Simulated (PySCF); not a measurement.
Two-component Hartree-Fock for Os(49+) (osmium, charge +49)

Start: [Ar] 3d9; 3d3/2 filled at m_j = -1/2, +1/2, +3/2; 3d5/2 filled at m_j = -5/2, -3/2, -1/2, +1/2, +3/2, +5/2. Calculated with PySCF 2.14 in an uncontracted even-tempered set (15 s from 13 bohr⁻², ratio 2.8; 13 p from 16 bohr⁻², ratio 2.8; 8 d from 16 bohr⁻², ratio 2.8; 3 f from 61 bohr⁻², ratio 3): generalised Hartree-Fock with the X2C-1e Hamiltonian and a Gaussian nucleus; one run each with spin-orbit coupling (SO) screened by Boettger's factors, then bare. This is a chosen level, not necessarily the ground level.

```csv
spinor shell,electrons,"ε, screened SO (eV)","ε, bare SO (eV)",weight of nominal j (bare SO),"rms radius, bare SO (bohr)"
1s1/2,2,-76978.0,-76976.9,1.000,0.0200
2s1/2,2,-15729.2,-15729.0,1.000,0.0808
2p1/2,2,-15162.5,-15198.7,1.000,0.0683
2p3/2,4,-13621.7,-13610.5,1.000,0.0761
3s1/2,2,-5580.9,-5580.9,1.000,0.202
3p1/2,2,-5331.1,-5339.4,1.000,0.193
3p3/2,4,-4974.9,-4972.3,1.000,0.208
3d3/2,3,-4591.2,-4598.8,0.999,0.180
3d5/2,6,-4513.5,-4509.0,1.000,0.184
```

| quantity | screened SO | bare SO |
| --- | --- | --- |
| E (hartree) | -15432.47167 | -15433.58415 |
| M_J | 3/2 | 3/2 |
| ⟨J²⟩ | 3.750 | 3.750 |
| ⟨L²⟩ | 6.068 | 6.073 |
| ⟨S²⟩ | 0.818 | 0.822 |

Each row is a mean over spinors that exchange with the open shell spreads, by up to 25.569 eV (3p1/2).

Breit and QED terms are absent; they matter most for the inner s and p1/2 levels.

Densities and radii are taken from the X2C orbitals without a picture-change correction, which distorts them close to the nucleus.
